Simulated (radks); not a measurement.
Initial-state core-level shifts of neutral cadmium when its valence configuration changes from [Kr] 4d10 5s2. Calculated with a radial shooting solver on a logarithmic mesh with Libxc functionals: Dirac Kohn-Sham, PBEsol, spin-unpolarised, spherical densities, finite nucleus; open shells fill j = l - 1/2 first; Fermi nuclear charge, rms radius 4.6087 fm. Shifts are changes of the shell-averaged eigenvalues in eV (positive: less bound); the change of the density at the nucleus, which sets a Mossbauer isomer shift, is in e/bohr^3, on a base of 1.593e+05.

| valence | 1s | 2s | 3s | 4p | density at nucleus |
|---|---|---|---|---|---|
| 4d9 5s2 5p1 | -6.640 | -6.918 | -6.811 | -6.138 | +14.21 |
| 4d9.5 5s2 5p0.5 | -3.332 | -3.460 | -3.415 | -3.112 | +7.00 |
| 4d10 5s1 5p1 | -1.808 | -1.759 | -1.782 | -1.827 | -20.52 |
| 4d10 5s1.5 5p0.5 | -0.949 | -0.924 | -0.935 | -0.958 | -9.82 |
| 4d10 5p2 | -3.355 | -3.259 | -3.306 | -3.392 | -44.10 |
| 4d9.5 5p2.5 | -6.482 | -6.523 | -6.522 | -6.276 | -42.07 |
| 4d10 5s0.5 5p1.5 | -2.606 | -2.532 | -2.567 | -2.634 | -31.97 |
